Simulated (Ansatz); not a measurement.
Z-matrix (Å, degrees):
```
B
Cl 1 2.102
C 1 1.556 2 60.9
H 1 1.193 2 106.5 3 113.9
H 1 1.192 2 108.4 3 -112.6
F 3 1.349 1 118.2 2 -103.0
Si 3 1.911 1 126.4 2 99.4
N 7 1.703 3 114.3 1 -27.4
H 7 1.482 3 106.5 1 -149.3
H 7 1.484 3 104.5 1 91.9
H 8 1.007 7 120.4 3 -72.1
H 8 1.007 7 120.4 3 73.8
```

Total charge 0; spin multiplicity 1.

List the PBE0/def2-TZVPP orbital energies in eV (Ansatz). (Estimate.)

Computed: Occupied: -2768.39, -1803.09, -674.77, -391.26, -281.54, -260.18, -198.50, -198.34, -198.29, -184.52, -145.38, -100.05, -100.04, -100.03, -34.68, -24.58, -24.19, -19.06, -15.98, -15.55, -14.28, -14.00, -13.69, -12.46, -11.43, -10.97, -10.30, -10.23, -9.44, -9.09, -8.80, -7.82. Lowest empty: -0.94, 0.02, 0.18, 1.17, 1.66, 2.08, 2.32, 2.44.
